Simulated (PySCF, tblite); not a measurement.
Isomers of [C7H11N]+ (charge +1 and doublet state), one GFN2-xTB conformer each. Single-point energies are computed at B3LYP/pcH-1 (PySCF, gas phase, no added dispersion term), electronic only. GFN2-xTB treats the open shell by occupation alone, and not every SCF solution was tested for stability.

Question: Rank them by B3LYP/pcH-1 energy, lowest first (kcal/mol).
A. `[H]/[N:8]=[C:7]1/[C@H:2]([CH3:1])[CH+:3][CH:4][CH2:5][CH2:6]1` (charge +1 and doublet state) with C1–C2–C3–C4 -147°, C2–C3–C4–C5 3°, C3–C4–C5–C6 -14°, C4–C5–C6–C7 41°
B. `[CH2+:1][CH:2]/[N:3]=[C:4]1/[CH2:5][CH2:6][C@H:7]1[CH3:8]` (charge +1 and doublet state) with H–C1–C2–N3 2° and -178°, C1–C2–N3–C4 -95°
C. `[CH3:1][NH+:2][C@@H:3]1[C@@H:4]2[CH2:5][C@H:6]3[C@@H:7]2[C@@H:8]13` (charge +1 and doublet state) with C1–N2–C3–C4 -75°
D. `[CH3:1][C:2]1=[CH:3][C@@:4]2([NH2+:5])[CH2:6][C@H:7]2[CH2:8]1` (charge +1 and doublet state) with C3–C4–N5–H 168° and 1°
E. `[CH2+:1][C:2]([CH3:3])[C@@H:4]1[CH2:5][CH:6]=[N:7][CH2:8]1` (charge +1 and doublet state) with H–C1–C2–C3 -173° and 6°, C1–C2–C4–C5 44°
F. `[CH2:1]=[CH:2][C:3](=[CH2:4])[C:5](=[CH2:6])[CH2:7][NH2+:8]` (charge +1 and doublet state) with C1–C2–C3–C4 164°, C2–C3–C5–C6 -37°, C3–C5–C7–N8 -162°, C5–C7–N8–H 63° and -85°
G. `[CH2+:1][C:2]([CH3:3])[C:4]1=[N:5][CH2:6][CH2:7][CH2:8]1` (charge +1 and doublet state) with H–C1–C2–C3 0° and 180°, C1–C2–C4–N5 0°
H. `[CH3:1][NH+:2][C@@:3]12[CH:4]=[CH:5][CH2:6][C@@H:7]1[CH2:8]2` (charge +1 and doublet state) with C1–N2–C3–C4 177°

Answer: D (0.0), H (8.5), A (14.7), B (15.4), G (15.6), E (21.7), F (29.0), C (52.0).

As drawn, the highest has a four-membered ring, which the lowest lacks. Neighbours under 5.0 kcal/mol apart ([H]/N=C1\CC[CH][CH+][C@H]1C and [CH2+][CH]/N=C1/CC[C@H]1C; [CH2+][CH]/N=C1/CC[C@H]1C and [CH2+][C](C)C1=NCCC1) can change places with a better method, another conformer or zero-point energy. GFN2-xTB itself gives, in the same order: 0.0, 3.7, 14.5, 13.7, 14.5, 18.4, 51.5, 29.2. Both levels put the same isomer lowest; measured from each level's own lowest isomer, the values differ by up to 22.8 kcal/mol (C[NH+][C@@H]1[C@@H]2C[C@H]3[C@@H]2[C@H]31: 29.2 against 52.0).

What happens when harmonic zero-point energies from GFN2-xTB frequencies are added?

```
                                   SMILES  ZPE (kcal/mol)  electronic (kcal/mol)  with ZPE (kcal/mol)
             CC1=C[C@@]2([NH2+])C[C@H]2C1           100.5                    0.0                  0.0
               C[NH+][C@@]12C=CC[C@@H]1C2           101.1                    8.5                  9.1
              [H]/N=C1\CC[CH][CH+][C@H]1C           100.6                   14.7                 14.8
                [CH2+][CH]/N=C1/CC[C@H]1C            99.8                   15.4                 14.6
                     [CH2+][C](C)C1=NCCC1            99.0                   15.6                 14.1
                [CH2+][C](C)[C@@H]1CC=NC1           100.3                   21.7                 21.6
                     C=CC(=C)C(=C)C[NH2+]            98.2                   29.0                 26.7
C[NH+][C@@H]1[C@@H]2C[C@H]3[C@@H]2[C@H]31           101.5                   52.0                 53.0
```

The zero-point energies span 3.3 kcal/mol. The lowest isomer stays, but the order above it changes.
